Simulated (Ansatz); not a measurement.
`C[Si](F)(F)Cl` → `[CH2]` (triplet) + `F[SiH](F)Cl` at 400 K and 1 bar (formal loss of a carbene).

Isolated molecules relaxed with PBE0-D4/def2-TZVP in Ansatz; ΔE leaves out vibrations. CCSD(T)/CBS is the MP2 limit (def2-TZVPP, def2-QZVPP) plus CCSD(T) − MP2 in def2-TZVPP, frozen cores. This one scheme is used for every species. Triplets are unrestricted, without spin–orbit coupling.

```json
{"species": "`C[Si](F)(F)Cl`", "CCSD(T)/CBS energy (Eh)": "-988.51588", "H − E (kJ/mol)": "148.2", "S (J/(mol·K))": "366.4"}
{"species": "`[CH2]` (triplet)", "CCSD(T)/CBS energy (Eh)": "-39.09499", "H − E (kJ/mol)": "59.0", "S (J/(mol·K))": "205.7"}
{"species": "`F[SiH](F)Cl`", "CCSD(T)/CBS energy (Eh)": "-949.23245", "H − E (kJ/mol)": "65.7", "S (J/(mol·K))": "320.7"}
```

H − E and S are ideal-gas, rigid-rotor, harmonic terms from PBE0-D4/def2-TZVP, with the whole ground term of open shells counted as degenerate. 1 Eh = 2625.50 kJ/mol, R = 8.31446 J/(mol·K).

**Question.** By hand: ΔE, ΔH, ΔS and ΔG.

**Answer.** ΔE = (-39.09499) + (-949.23245) − (-988.51588) = 0.18844 Eh = 494.7 kJ/mol. Δ(H − E) = 59.0 + 65.7 − 148.2 = -23.5, so ΔH = 471.2 kJ/mol. ΔS = 205.7 + 320.7 − 366.4 = 160.0 J/(mol·K). ΔG = 471.2 − 400 × (160.0)/1000 = 407.2 kJ/mol.

**Question.** By hand: the equilibrium constant, and the temperature at which ΔG would vanish if ΔH and ΔS stayed fixed.

**Answer.** log₁₀ K = −ΔG/(RT ln 10) = -53.2. ΔG = 0 at ΔH/ΔS = 2945 K, far beyond where these terms or the molecules hold.

The number of gas molecules changes by +1, which sets the sign of ΔS. A doubt of 5 kJ/mol in ΔE shifts log₁₀ K by 0.7 here. A triplet takes part, so the spin changes. These are equilibria of isolated gas molecules and say nothing of rates. Largest T1 diagnostic: 0.011 (customary marks: 0.02 for closed shells, 0.045 for open ones).
